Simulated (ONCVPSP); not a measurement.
## Before and after: ONCV potential for Bi (Z = 83)

| Quantity | Value |
| --- | --- |
| Element | Bi (Z = 83) |
| Generator | ONCVPSP 4.0.1 |
| Type | optimised norm-conserving Vanderbilt (ONCV) |
| Functional | PBE |
| Relativity | scalar-relativistic |
| Frozen core | [Kr] 4d10 4f14 |
| Valence charge | 23 |
| Reference configuration | 5s2 5p6 5d10 6s2 6p3 |
| Partial waves | 5s+6s: rc 1.30 bohr, ncon 3, nbas 6, qcut 8.7 1/bohr, 2 projectors; 5p+6p: rc 1.25 bohr, ncon 3, nbas 7, qcut 9.4 1/bohr, 2 projectors; 5d: rc 1.60 bohr, ncon 3, nbas 8, qcut 7.7 1/bohr, 1 projector |
| Local potential | polynomial inside 1.10 bohr (lpopt 5, dvloc0 6 Ha) |
| Core correction | Teter function, fcfact 3.25, rcfact 1.55 |

Change: local potential polynomial inside 0.85 bohr (lpopt 5, dvloc0 0 Ha).

Cutoffs: the cutoffs (Ha) at which the residual kinetic energy of the hardest occupied pseudo-wave falls to 1 and 0.1 mHa per electron; they do not see the model core or the augmentation charge, which bear on the density cutoff. Errors are all-electron minus pseudo energies relative to the spin-unpolarised reference configuration.

Question: How do hardness, ghosts and transferability respond?

Answer: The potential gets neither clearly harder nor softer (35 Ha and 41 Ha → 35 Ha and 41 Ha); a bound ghost appears in s, which as a rule spoils a file; the errors of the 4 common tests hardly move. In the separable form a ghost depends on how the local part lies against the semilocal potential of the channel, so the choice of the local part can create or remove one.

```csv
quantity,base,changed
"cutoff, loose",35 Ha,35 Ha
"cutoff, tight",41 Ha,41 Ha
bound ghosts,none,s
GHOST(+) flags under 300 eV,none,p at 295.9 eV
"error for 5s2 5p6 5d10 6s2 6p2, meV [ΔE 7.91 eV]",-3.1,-3.2
"error for 5s2 5p6 5d10 6s2 6p1, meV [ΔE 23.16 eV]",-10.0,-10
"error for 5s2 5p6 5d10 6s2 6p0, meV [ΔE 46.50 eV]",-22,-22
"error for 5s2 5p6 5d10 6s1 6p0, meV [ΔE 91.91 eV]",-50,-49
s: phases at 1.32 bohr within 0.05 rad from the reference energy up to (Ha; the scan ends near 5),to the end of the scan,to the end of the scan
p: phases at 1.27 bohr within 0.05 rad from the reference energy up to (Ha; the scan ends near 5),to the end of the scan,4.8
d: phases at 1.62 bohr within 0.05 rad from the reference energy up to (Ha; the scan ends near 5),3.2,2.4
"rms error of d²Exc/dni dnj with the model core, mHa",1.39,1.40
```

 A true bound ghost makes a file unfit for plane-wave use even where its test errors are small: the radial tests pick states by their node count and pass the ghost by.
